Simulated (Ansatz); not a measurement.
Geometry optimisation, DFT PBE-D3(BJ), scalar-relativistic, plane waves, PAW (Ansatz).

The input (input.yaml):

```yaml
accuracy: low
crystal:
  lattice:
    - [8.337633, 0.0, 0.0]
    - [0.0, 8.337633, 0.0]
    - [0.0, 0.0, 8.337633]
  atoms:
    - { symbol: C, position: [0.2076577, 0.0421668, 0.2846698] }
    - { symbol: C, position: [0.1999959, 0.196501, 0.1869396] }
    - { symbol: H, position: [0.2943911, 0.0522474, 0.382425] }
    - { symbol: H, position: [0.0911412, 0.0137402, 0.3375492] }
    - { symbol: H, position: [0.2433969, -0.0594644, 0.2100091] }
    - { symbol: H, position: [0.1132624, 0.1864204, 0.0891844] }
    - { symbol: H, position: [0.1642567, 0.2981322, 0.2616003] }
    - { symbol: H, position: [0.3165124, 0.2249276, 0.1340602] }
    - { symbol: C, position: [0.0928297, 0.5958906, 0.7103271] }
    - { symbol: Cl, position: [-0.0009092, 0.43806, 0.8186983] }
    - { symbol: H, position: [0.2222038, 0.5857101, 0.724151] }
    - { symbol: H, position: [0.0604421, 0.5857632, 0.5843078] }
    - { symbol: H, position: [0.0516787, 0.7102105, 0.7579713] }
    - { symbol: C, position: [0.6711909, 0.5091834, 0.0531427] }
    - { symbol: Cl, position: [0.5564038, 0.5898996, 0.2136127] }
    - { symbol: H, position: [0.6122097, 0.4015014, 0.008891] }
    - { symbol: H, position: [0.6791784, 0.5980724, -0.0420799] }
    - { symbol: H, position: [0.7905576, 0.4798979, 0.0970331] }
    - { symbol: C, position: [0.7684937, 0.9675234, 0.50902] }
    - { symbol: Cl, position: [0.6193831, 0.9106874, 0.6503618] }
    - { symbol: H, position: [0.7179784, 1.0560215, 0.4274804] }
    - { symbol: H, position: [0.8701494, 1.0186025, 0.5729685] }
    - { symbol: H, position: [0.8061709, 0.8618003, 0.4424206] }
    - { symbol: C, position: [0.2352169, 0.0125752, 0.620992] }
    - { symbol: Cl, position: [0.1951947, -0.0163149, 0.8283694] }
    - { symbol: H, position: [0.2398591, 0.1406268, 0.5962195] }
    - { symbol: H, position: [0.3497899, -0.0427294, 0.5918916] }
    - { symbol: H, position: [0.1398411, -0.0429632, 0.5513405] }
    - { symbol: C, position: [0.6488563, 0.3291957, 0.5025772] }
    - { symbol: Cl, position: [0.5468682, 0.4686202, 0.6274813] }
    - { symbol: H, position: [0.7621903, 0.297064, 0.5587499] }
    - { symbol: H, position: [0.5744416, 0.2229536, 0.4881732] }
    - { symbol: H, position: [0.6706861, 0.3845212, 0.3864095] }
    - { symbol: C, position: [0.0238384, 0.7208552, 0.0633044] }
    - { symbol: Cl, position: [0.0236082, 0.7456361, 0.2750298] }
    - { symbol: H, position: [0.0239621, 0.8385524, 0.0069149] }
    - { symbol: H, position: [0.1307597, 0.6545726, 0.0285646] }
    - { symbol: H, position: [-0.0830694, 0.6546799, 0.0283195] }
basis:
  ecutwfc: 420.0
kpoints:
  mp_grid: { grid: [1, 1, 1] }
hamiltonian:
  xc: pbe
  dispersion: d3bj
scf:
  occupations: { method: fermi_dirac, width: 0.05 }
  lower_state_search: "off"
relax:
  f_tol: 0.3
  max_steps: 15
  adjacent_minimum: "off"
```

Launched with:

```bash
$ ansatz run input.yaml --threads 1 --pin off --max-ram 3072MiB --backend cpu --events-out ev --progress --plain --runs-dir out
```

Task: Where does it end, and by what steps?

Result: The forces met the threshold. The threshold is loose, so the end isn't yet a minimum. The force dipped under the threshold on the way, but the program's further checks kept it going. Limits of this set-up: coarse k mesh, low accuracy level. After 14 steps the energy has fallen by 1.565 eV; H38 moved furthest, 1.64 Å.

```
step  energy less start (eV)  largest force component (eV/Å)  accepted
   0                  0.0000                           1.140       yes
   1                 -0.4123                           0.483       yes
   2                 -0.7617                           0.429       yes
   3                 -1.0049                           0.293       yes
   4                 -1.1750                           0.353       yes
   5                 -1.2934                           0.176       yes
   6                 -1.3564                           0.406       yes
   7                 -1.3987                           0.605       yes
   8                 -1.4357                           0.607       yes
   9                 -1.4496                           0.390       yes
  10                 -1.5093                           0.043       yes
  11                 -1.5208                           0.314       yes
  12                 -1.5474                           0.350       yes
  13                 -1.5651                           0.197       yes
  14                 -1.5651                           0.198       yes
```

```xyz
38
Lattice="8.3376 0.0000 0.0000 0.0000 8.3376 0.0000 0.0000 0.0000 8.3376" Properties=species:S:1:pos:R:3
C 1.874 0.365 1.607
C 1.757 1.889 1.600
H 2.647 0.012 2.304
H 0.925 -0.107 1.894
H 2.140 -0.014 0.609
H 1.011 2.214 0.865
H 1.463 2.288 2.581
H 2.708 2.367 1.327
C 1.057 4.814 5.946
Cl 0.770 3.059 6.297
H 1.983 5.115 6.455
H 1.157 4.918 4.860
H 0.199 5.390 6.321
C 5.195 4.381 0.370
Cl 4.448 5.306 1.715
H 4.716 3.398 0.322
H 5.041 4.924 -0.571
H 6.265 4.280 0.591
C 6.196 8.161 4.438
Cl 4.895 8.283 5.667
H 5.969 8.853 3.623
H 7.134 8.424 4.936
H 6.215 7.130 4.075
C 1.471 -0.158 4.777
Cl 1.004 -0.233 6.515
H 1.261 0.857 4.431
H 2.544 -0.369 4.722
H 0.888 -0.902 4.227
C 5.500 3.359 4.585
Cl 4.911 4.954 5.171
H 6.529 3.233 4.933
H 4.853 2.579 5.004
H 5.450 3.380 3.491
C 0.780 5.307 1.026
Cl -0.212 5.268 2.529
H 0.519 6.214 0.469
H 1.837 5.319 1.311
H 0.546 4.407 0.448
```

Whether the end is a true minimum wasn't checked by a vibrational analysis.

Time of the run: 57 s on 1 thread of Arm Neoverse V1, with other jobs on the host, peak memory 0.51 GiB.
